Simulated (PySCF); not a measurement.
## Potassium: a sound run and one with changed settings

Sound run: K [Ar] 4s1, K+ [Ar]. All numbers are calculated (PySCF 2.14, scalar relativity by spin-free X2C-1e, in cc-pVTZ-X2C (6s5p3d1f, 43 functions)). The sound run starts from symmetry-adapted Hartree-Fock orbitals and uses a fine grid where one is needed.

A second run was set up differently.

```tsv
species	method	sound run (hartree)	changed run (hartree)	converged
K	UHF	-601.46434	-601.46434	yes
K	M06-L	-602.19550	-602.38799	no
K	r2SCAN	-602.19155	-602.48626	yes
K+	UHF	-601.31651	-601.31651	yes
K+	M06-L	-602.06057	-602.31217	yes
K+	r2SCAN	-602.03519	-602.33416	yes
```

Ionisation energy of K:

```
method  sound run (eV)  changed run (eV)
   UHF           4.023             4.023
r2SCAN           4.255             4.139
```

Problem. What was changed?
A. radial grid too coarse
B. all electrons correlated in a valence basis
C. minimal basis
D. level shift left on

Solution. A. It used radial step 0.8 in ln r (0.13 in the sound run). A coarse radial grid mis-integrates the density and the exchange-correlation energy, with errors of either sign; Hartree-Fock needs no grid.
